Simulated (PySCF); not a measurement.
ethylene glycol (C2H6O2), SMILES OCCO.

Geometry optimised at PBE0-D3(BJ)/def2-SVP. One conformer was computed; it need not be the lowest.

The numbers are results of r2SCAN/def2-TZVP run with PySCF, not measurements.

Isolated molecule, no solvent.

Computed frontier levels, gap, dipole moment and polarisability:
The highest occupied level comes out as -6.38 eV and the lowest empty level is 0.70 eV. The orbital gap comes out as 7.08 eV, the dipole moment is 2.53 D and the quadrupole, principal values (traceless, Buckingham form, about the centre of nuclear charge) is -5.82, 0.66, 5.15 D·Å. The mean static polarisability comes out as 35.1 bohr³ (5.20 Å³). The polarisability, principal values is 32.2, 35.8, 37.3 bohr³.
